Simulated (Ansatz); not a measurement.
BFH7NSi2 can be A, `BN([SiH3])[SiH2]F`, or B, `B[SiH](F)[SiH2]N`.

Computed with Ansatz on PBE0-D4/def2-TZVP structures; ΔE is electronic, products minus reactants. CCSD(T)/CBS adds triple-zeta CCSD(T) − MP2 to the extrapolated MP2 energy (def2 sets, frozen cores). DFT in def2-TZVPP. B3LYP here is the variant with VWN-RPA as its local correlation; programs differ in this. Each species was taken in one conformer, which may not be the lowest.

Task: Which is lower in electronic energy at CCSD(T)/CBS, and by how much? (Best estimate.)

Result: The calculation gave: A, by 235.4 kJ/mol.

Task: Give E(B) − E(A) in kJ/mol with r2SCAN-D4, PBE0-D4, B3LYP-D4, CCSD(T)/def2-TZVPP, HF/def2-TZVPP, MP2/def2-TZVPP, PBE-D4. (An estimate is asked.)

Result: The calculation gave: r2SCAN-D4 220.9, PBE0-D4 211.4, B3LYP-D4 228.1, CCSD(T)/def2-TZVPP 238.7, HF/def2-TZVPP 248.1, MP2/def2-TZVPP 253.5, PBE-D4 200.4. None reverses the order clearly.

Largest T1 diagnostic: 0.013.

The D4 term adds +4.4 kJ/mol with B3LYP and +2.0 kJ/mol with PBE0; it sums over pairs of atoms, weighted by their polarisabilities, and B3LYP, whose exchange is more repulsive, gets the larger term. From PBE to PBE0 (25 % exact exchange), in def2-TZVPP and without D4, E(B) − E(A) moves by +11.6 kJ/mol.
